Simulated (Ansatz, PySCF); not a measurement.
CH₅BO₂S, SMILES CSB(O)O. Atoms are numbered in the order given.

```xyz
10

B     -0.0621     0.8230     0.0000
O      0.7103     1.9499     0.0000
H      0.2288     2.7852     0.0000
O     -1.4301     0.8018     0.0000
H     -1.8568     1.6669     0.0000
S      0.8390    -0.7619     0.0000
C     -0.5472    -1.9588     0.0000
H     -1.1716    -1.8376    -0.8950
H     -0.1008    -2.9622     0.0000
H     -1.1716    -1.8376     0.8950
```

Geometry optimised at B3LYP-D3(BJ)/def2-SVP. The values are those of a single conformer.

Vertical ionisation energy (IE) and electron affinity (EA) in eV. Rows of orbital energies are one-electron estimates. Where ΔSCF, EOM or ADC give a negative EA the extra electron is unbound and the value depends on the basis.

| level | IE | EA |
|---|---|---|
| −ε(HOMO), −ε(LUMO), ωB97X/def2-TZVP (PySCF) | 9.11 | -2.19 |
| −ε(HOMO), −ε(LUMO), PBE/def2-TZVP (PySCF) | 5.54 | 0.73 |
| ΔSCF, CAM-B3LYP/def2-SVPD (Ansatz), final states of multiplicity 2 and 2 | 9.12 | -0.64 |
| ΔSCF, PBE/def2-SVPD (Ansatz), final states of multiplicity 2 and 2 | 8.94 | -0.47 |

### Question
What vertical singlet–triplet gap does ΔSCF give with CAM-B3LYP/def2-SVPD (Ansatz, a first-principles code) and with PBE/def2-SVPD (Ansatz)? (The exact figures need the calculation; the answer reports its results.)

### Answer
5.72 and 5.22 eV (triplet above singlet where positive).
